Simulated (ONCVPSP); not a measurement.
**Building the ONCV potential for Cl (PBE, scalar-relativistic).**

```
Element                 : chlorine (Cl)
Generator               : ONCVPSP 4.0.1
Type                    : optimised norm-conserving Vanderbilt (ONCV)
Functional              : PBE
Relativity              : scalar-relativistic
Frozen core             : [Ne]
Valence charge          : 7
Reference configuration : 3s2 3p5
Partial waves           : 3s: rc 0.95 bohr, ncon 3, nbas 7, qcut 8.7 1/bohr, local; 3p: rc 1.20 bohr, ncon 4, nbas 7, qcut 6.6 1/bohr, 2 projectors, debl 2.1 Ha; d scattering state at 0.02 Ha: rc 0.95 bohr, ncon 4, nbas 7, qcut 9.8 1/bohr, 1 projector
Local potential         : the s channel
Core correction         : Teter function, fcfact 3, rcfact 1.4
```

All-electron outer shells of the reference configuration (PBE, scalar-relativistic, ld1.x):

```json
{"shell": "2s", "level (eV)": "-252.70", "outermost node (bohr)": "0.12", "outermost maximum (bohr)": "0.36"}
{"shell": "2p", "level (eV)": "-191.63", "outermost node (bohr)": "–", "outermost maximum (bohr)": "0.30"}
{"shell": "3s", "level (eV)": "-20.69", "outermost node (bohr)": "0.55", "outermost maximum (bohr)": "1.29"}
{"shell": "3p", "level (eV)": "-8.59", "outermost node (bohr)": "0.53", "outermost maximum (bohr)": "1.43"}
```

(1) Estimate the cutoffs (Ha) at which the residual kinetic energy of the hardest occupied pseudo-wave falls to 1 and 0.1 mHa per electron.

(2) Does the potential have ghost states?

(3) Which valence shell sets the plane-wave cutoff?

(4) Tests: 3s2 3p4; 3s2 3p3; 3s2 3p2; 3s1 3p6. Which has the largest error in its energy relative to the reference configuration, and how large is it?

Results:

(1) 40 Ha and 158 Ha. The cutoffs count occupied waves only; projector 2 of the p channel, the hardest unoccupied one, needs 115 Ha at the loose tolerance.

(2) No bound ghost flagged; GHOST(+) flags only above 600 eV.

(3) 3s: 40 Ha for 1 mHa per electron, against 9 Ha for 3p.

(4) 3s2 3p2, with +62 meV (all-electron minus pseudo) on +77.63 eV.
